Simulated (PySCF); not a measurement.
## SiCl₄ + O₂ → SiO₂ + 2 Cl₂

Level: B3LYP in the def2-TZVP basis family, all electrons, no relativity, computed in PySCF with density fitting; open shells unrestricted.

```json
{"species": "SiCl₄", "state and structure": "singlet, Td, Si–Cl 2.036 Å (×4)", "E (Eh)": "-2130.64122", "ZPE (kJ/mol)": "18.9", "H(298 K) − H(0) (kJ/mol)": "19.6", "S° (J/(mol K))": "332.3"}
{"species": "O₂", "state and structure": "triplet, D∞h, O–O 1.204 Å", "E (Eh)": "-150.38977", "ZPE (kJ/mol)": "9.8", "H(298 K) − H(0) (kJ/mol)": "8.7", "S° (J/(mol K))": "205.0"}
{"species": "SiO₂", "state and structure": "singlet, D∞h, Si–O 1.510 Å (×2)", "E (Eh)": "-440.04460", "ZPE (kJ/mol)": "18.1", "H(298 K) − H(0) (kJ/mol)": "11.0", "S° (J/(mol K))": "231.7"}
{"species": "Cl₂", "state and structure": "singlet, D∞h, Cl–Cl 2.014 Å", "E (Eh)": "-920.42200", "ZPE (kJ/mol)": "3.2", "H(298 K) − H(0) (kJ/mol)": "9.2", "S° (J/(mol K))": "223.0"}
```

Q: What is the electronic reaction energy?

A: At B3LYP/def2-TZVP, ΔE = 373.8 kJ/mol from the differences of the total energies times 2625.5, uphill. 

Q: Add zero-point, thermal and entropy terms for 298.15 K and 1 bar.

A: ΔZPE = -4.2 and Δ[H(298) − H(0)] = 1.1 kJ/mol give ΔH° = 370.7 kJ/mol. ΔS° = 140.4 J/(mol K), so ΔG° = 370.7 − 298.15 × (0.1404) = 329 kJ/mol. ΔG° would change sign near 2640 K if ΔH° and ΔS° stayed fixed.

The structures come from searches over a few start shapes, so lower isomers are not excluded.
